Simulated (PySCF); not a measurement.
## Potential energy of GeB⁺ along the bond

Set-up: basis Ge x2c-SVPall, B x2c-SVPall; spin-free X2C with a Gaussian nucleus; PySCF 2.14. Energies in eV from Ge⁺ + B in their ground configurations at the same level. State: ³Π (triplet), unpaired electrons σ ↑, π ↑.

All columns are PBE0. A positive dipole points towards B; it is taken about the centre of mass and depends on that origin.

```csv
R (Å),E (eV),μ (D),Mulliken charge on Ge (basis-dependent),HOMO (eV),LUMO (eV),Mayer bond order,⟨S²⟩
1.871,-1.939,1.81,0.73,-13.50,-11.54,1.38,2.00
1.958,-2.279,1.77,0.73,-13.43,-11.26,1.36,2.00
2.045,-2.462,1.77,0.73,-13.19,-11.00,1.34,2.00
2.111,-2.524,1.78,0.72,-12.98,-10.83,1.32,2.00
2.176,-2.540,1.82,0.72,-12.79,-10.68,1.30,2.01
2.241,-2.521,1.88,0.71,-12.61,-10.54,1.27,2.01
2.328,-2.460,1.99,0.70,-12.41,-10.37,1.21,2.01
2.437,-2.348,2.19,0.68,-12.18,-10.18,1.14,2.01
2.568,-2.191,2.49,0.66,-11.96,-9.98,1.03,2.01
2.742,-1.980,2.96,0.63,-11.72,-9.74,0.89,2.01
```

A fit through these points gives, at Re = 2.170 Å, μ = 1.81 D and dμ/dR = 0.684 D/Å; the reduced mass is 9.582 u.

Problem. How strong is the fundamental in the double-harmonic approximation, I = 42.26·(dμ/dR)²/μred km/mol?

Solution. I = 42.26·(0.684)²/9.582 = 2.06 km/mol at PBE0.

Spin–orbit coupling is left out. For an ion De counts to the pair picked by the measured ionisation energies or electron affinities, which need not be the lowest pair at this level. The state is the lowest determinant that a PBE0 search found; another state may lie lower at other levels.
